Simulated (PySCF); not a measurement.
Here is a job for PySCF.
```python
from pyscf import gto, scf, ci

mol = gto.Mole()
mol.atom = '''
    B     0.23219748   -0.31878915    0.27039210
    C     1.63523342   -0.79807055   -0.30089140
    H     2.24791385   -1.30791150    0.44206876
    H     2.21061333    0.03788754   -0.69396155
    H     1.49292562   -1.48927245   -1.13104757
    O    -0.29285895   -0.75105874    1.41859428
    H     0.20504263   -1.37997984    1.94497509
    P    -0.80368579    1.03623497   -0.61196574
    H    -2.03707582    0.45819577   -0.38451633
    H    -0.69364918    0.52839474   -1.89339878
'''
mol.basis = 'def2-svp'
mol.verbose = 4
mol.max_memory = 1800
mol.build()

mf = scf.RHF(mol)
mf.kernel()

myci = ci.CISD(mf, frozen=8)
myci.kernel()
print('E(CISD) = %.10f' % myci.e_tot)
```

Task: Give the nuclear repulsion energy at the level CISD/def2-SVP (PySCF).

Result: 148.1405 Eh

Task: Give the SCF-reference Mulliken (on the basis functions themselves) charges in atom order at the level CISD/def2-SVP.

Result: B1 0.22, C2 -0.23, H3 0.02, H4 0.05, H5 0.06, O6 -0.24, H7 0.21, P8 0.00, H9 -0.04, H10 -0.06

Task: What is the computed SCF-reference HOMO energy (CISD/def2-SVP)?

Result: -9.55 eV

Task: Estimate the total energy that CISD/def2-SVP returns for this input.

Result: -481.996057 Ha
